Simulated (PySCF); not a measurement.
A search over the determinants of AlSb

Unrestricted PBE0; basis Al cc-pV(D+d)Z, Sb cc-pVDZ-PP with ECP28; scalar-relativistic core potentials; PySCF 2.14. Outer shells of the fragments: Al 3s2 3p1; Sb 4d10 5s2 5p3.

Followed along the bond (rough minima from three points):

| 2Ms+1 | unpaired | ⟨S²⟩ at the start | R at minimum (Å) | Te (eV) |
| --- | --- | --- | --- | --- |
| 3 | π ↑↑ | 2.01 | 2.77 | 0.00 |
| 3 | σ ↑, π ↑ | 2.02 | 2.53 | 0.10 |
| 1 | σ ↓, π ↑ | 1.02 | 2.51 | 0.25 |
| 1 | π ↑↓ | 1.01 | 2.76 | 0.29 |
| 1 | none | 0.00 | none in the scan | ≤ 0.98 |

Solutions found at the starting distance of 2.560 Å, counted from the lowest of them; the search is not exhaustive and high or unbound solutions are not listed, so other states can lie among these:

```json
{"2Ms+1": "3", "unpaired": "σ ↑, π ↑", "term": "³Π", "E (eV)": "0.00", "⟨S²⟩": "2.02", "⟨Lz²⟩": "1.01", "μ (D)": "-1.73"}
{"2Ms+1": "3", "unpaired": "π ↑↑", "term": "³Σ⁻", "E (eV)": "0.03", "⟨S²⟩": "2.01", "⟨Lz²⟩": "0.00", "μ (D)": "0.02"}
{"2Ms+1": "1", "unpaired": "σ ↓, π ↑", "term": "mixed", "E (eV)": "0.15", "⟨S²⟩": "1.02", "⟨Lz²⟩": "1.01", "μ (D)": "-1.82"}
{"2Ms+1": "1", "unpaired": "π ↑↓", "term": "mixed", "E (eV)": "0.31", "⟨S²⟩": "1.01", "⟨Lz²⟩": "2.01", "μ (D)": "0.12"}
{"2Ms+1": "1", "unpaired": "none", "term": "¹Σ⁺", "E (eV)": "1.07", "⟨S²⟩": "0.00", "⟨Lz²⟩": "0.00", "μ (D)": "-2.78"}
{"2Ms+1": "1", "unpaired": "none", "term": "mixed", "E (eV)": "1.13", "⟨S²⟩": "0.00", "⟨Lz²⟩": "2.00", "μ (D)": "0.45"}
```

A term symbol is given only where ⟨S²⟩ and ⟨Lz²⟩ are close to those of a pure state; real π, δ and φ orbitals otherwise mix terms. A positive dipole means Al(−)Sb(+).

Problem. Compare the gap between the two lowest followed solutions at the starting distance with the gap between their minima.

Solution. At PBE0 the second solution (triplet, unpaired electrons σ ↑, π ↑) lies -0.03 eV from the first (triplet, unpaired electrons π ↑↑) at 2.560 Å and +0.10 eV at the minima; the two curves relax by different amounts, since their minima lie near 2.53 and 2.77 Å.

Spin–orbit coupling is left out.
